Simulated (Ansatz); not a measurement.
# A geometry optimisation of Br2H2Sn with PBE0-D4/def2-SVP

The starting geometry of this gas-phase triplet was optimised with GFN2-xTB as a singlet; its bonds are those of `[Br][SnH2][Br]`.

```csv
atom,x (Å),y (Å),z (Å)
Br,-2.1273,0.4872,-0.8877
Br,1.2607,-1.6282,-1.2025
Sn,0.0816,0.0751,0.1593
H,-0.1556,-0.5409,1.7457
H,0.9906,1.5331,0.1438
```

Q: Predict what becomes of its bonds when it is optimised with PBE0-D4/def2-SVP.

A: It loosens into BrHSn + BrH, which stay close as a complex. Contacts that open: Br2–Sn3 (2.48 → 3.57 Å), Sn3–H5 (1.72 → 2.50 Å). Contacts that close: Br2–H5 (3.45 → 1.46 Å).

The energy falls by 2.09 eV over 60 steps:

```
step  E − E(last) (eV)
   1             2.093
   8             0.577
  14             0.337
  21             0.206
  27             0.088
  34             0.070
  40             0.006
  47             0.001
  53             0.000
  60             0.000
```

Final geometry (Å):

```xyz
5

Br   -2.6075    1.4490   -0.3640
Br    2.5392   -0.7586   -1.0277
Sn   -0.8259   -0.2733    0.0731
H    -0.6200   -0.6762    1.7598
H     1.5642    0.1855   -0.4827
```

No frequencies were run, so the end isn't proven a minimum. Open shells are spin-unrestricted. The triplet needn't be the ground state. Atoms past krypton carry core potentials, without spin–orbit terms. Run with Ansatz 0.2.0, 3.8 min on 2 threads of Intel(R) Xeon(R) Platinum 8488C (Sapphire Rapids), with other jobs on the host.
